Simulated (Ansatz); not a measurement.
Consider the substitution at a C–Sn bond: `[F][SnH2][CH2]Cl` + H–F → `FCCl` + `[F][SnH3]`.

Program: Ansatz. Geometries: PBE0-D4/def2-TZVP. ΔE: electronic, gas phase. CCSD(T)/CBS adds triple-zeta CCSD(T) − MP2 to the extrapolated MP2 energy (def2 sets, frozen cores). This one scheme is used for every species. Functionals use def2-TZVPP. Elements past krypton have def2 core potentials. For Sn outer-core shells are correlated without core-valence functions, which leaves a few kJ/mol of doubt a bond. Each species was taken in one conformer, which may not be the lowest.

| level | ΔE (kJ/mol) |
| --- | --- |
| LC-ωPBE | 50.9 |
| CCSD/def2-SVP | 40.0 |

**Question.** What does CCSD(T)/CBS give? (Estimate.)

**Answer.** Computed: +73.9 kJ/mol. The listed levels differ from it by -23.0, -33.9 kJ/mol.

Largest T1 diagnostic among the species: 0.014.

From BLYP to BHLYP (50 % exact exchange), in def2-TZVPP and without D4, ΔE moves by +3.0 kJ/mol. In def2-TZVPP, CCSD(T) changes the Hartree–Fock value by +28.6 kJ/mol (the triples alone add +2.7 kJ/mol) and MP2 by +41.7 kJ/mol. At CCSD(T), def2-SVP lies −33.3 kJ/mol from the extrapolated value and def2-TZVPP −10.0 kJ/mol.
